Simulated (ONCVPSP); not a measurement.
## vanadium (V), ONCV: configuration errors across variants

```json
{"Element": "vanadium", "Generator": "ONCVPSP 4.0.1", "Type": "optimised norm-conserving Vanderbilt (ONCV)", "Functional": "PBE", "Relativity": "scalar-relativistic", "Frozen core": "[Ar]", "Valence charge": "5", "Reference configuration": "3d3 4s2", "Partial waves": "4s: rc 2.95 bohr, ncon 3, nbas 8, qcut 2 1/bohr, 1 projector; p scattering state at 0.22 Ha: rc 2.90 bohr, ncon 4, nbas 7, qcut 2.2 1/bohr, 2 projectors, debl 2.9 Ha; 3d: rc 1.60 bohr, ncon 5, nbas 10, qcut 12 1/bohr, 2 projectors, debl 2.9 Ha", "Local potential": "polynomial inside 1.20 bohr (lpopt 1, dvloc0 0 Ha)", "Core correction": "none"}
```

In the p channel the program set the typed energies aside and used 0.050, 2.950 Ha.

All-electron excitation energies from the reference (eV): (1) 3d3 4s1 7.735; (2) 3d3 4s0 22.031; (3) 3d2 4s0 50.928; (4) 3d2 4s2 4p1 5.778.

A true bound ghost makes a file unfit for plane-wave use even where its test errors are small: the radial tests pick states by their node count and pass the ghost by.

Errors AE − PS in meV (a dash: test not solved or not reliable):

```tsv
change	(1)	(2)	(3)	(4)	bound ghosts	GHOST(+) flags above zero
base	+5.1	+106	+25	-144	s	p
p: rc 2.08	+5.1	+106	+25	-124	s	p
p: rc 2.74	+5.1	+106	+25	-145	s	p
p: rc 3.1	+5.1	+106	+25	-141	s	p
p: rc 3.5	+5.1	+106	+25	-132	s	p
p: rc 3.86	+5.1	+106	+25	-109	s	p
p: rc 4.12	+5.1	+106	+25	-96	s	p
```

Question: Give the same row for: p: rc 2.42.

Answer: +5.1, +106, +25, -137; bound ghosts: s; GHOST(+) flags above zero: p.
